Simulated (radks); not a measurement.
Q: The table gives one normalised radial function P(r) = r R(r) of Ce11+ in [Kr] 4d10 5s1 (r in bohr). Calculated with a radial shooting solver on a logarithmic mesh with Libxc functionals: non-relativistic Kohn-Sham, TPSS, spin-polarised, spherical densities, point nucleus; open shells are filled with parallel spins first (spin-orbit coupling, left out, can overturn this in heavy ions); meta-GGA in the generalised Kohn-Sham scheme; relativity is left out, which matters for an element this heavy.

r	P
0.001298	0.0383
0.001703	0.0491
0.002236	0.0624
0.002935	0.0785
0.003821	0.0968
0.005016	0.1179
0.006584	0.1399
0.008642	0.1600
0.01134	0.1733
0.01489	0.1726
0.01954	0.1486
0.02565	0.0917
0.03367	-0.0023
0.0442	-0.1239
0.05801	-0.2395
0.07554	-0.2889
0.09915	-0.2101
0.1301	0.0184
0.1708	0.3002
0.2242	0.4207
0.2943	0.1943
0.3863	-0.2923
0.5071	-0.6173
0.6656	-0.3650
0.8736	0.3649
1.138	0.9646
1.493	0.9867
1.96	0.5501
2.572	0.1647
3.377	0.0230
4.432	0.0012

Which n and l does it have? It may be an empty orbital.

A: n = 5, l = 0: the number of nodes gives n - l - 1 = 4, the rise at small r (about r^(l+1)) gives l, and the extent must fit the shell. The curve is that of 5s up; the table hardly tells the two spins apart. 5s up: eigenvalue -178.51 eV, 4 radial nodes at r = 0.0335, 0.128, 0.331, 0.770 bohr, <r> = 1.36 bohr, 90 % of the charge inside 1.90 bohr.
